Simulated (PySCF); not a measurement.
[PtCl6]2- (charge -2 and singlet state).
Bonds: Pt1–Cl2, Pt1–Cl3, Pt1–Cl4, Pt1–Cl5, Pt1–Cl6, Pt1–Cl7.

Computed, not measured: PBE0-D3(BJ)/def2-SVP geometry optimisation, gas phase, def2 core potentials past Kr in PySCF 2.14.0.

Question: List the bond lengths and angles at this level.

Answer: 
| bond | length (bohr) |
| --- | --- |
| Pt1–Cl2 and 5 like bonds | 4.460 |

Bonds in one row agree within 0.02 bohr and their mean is given. A selection of angles:
| angle | degrees |
| --- | --- |
| Cl2–Pt1–Cl3 | 179.9 |
| Cl2–Pt1–Cl4 | 90.1 |

Pt1 (platinum bonded to 6 Cl) is octahedral (the three widest angles are 179.9°, 179.9° and 179.9°, the others run from 89.7° to 90.3°). All 6 Cl–Pt bonds measure 2.360 to 2.361 Å.

Point group: Oh (tolerance 0.08 Å). Stationary, but not proved a minimum. Whether so highly charged an anion holds all its electrons in the gas phase wasn't checked; a finite basis holds them in any case. The ion is multiply charged and computed without counter-ions or solvent.

Time: 2.2 min wall; peak memory 0.57 GiB. Hardware: one thread, Arm Neoverse N1 (aarch64), on a shared host. These figures are those of the optimisation.
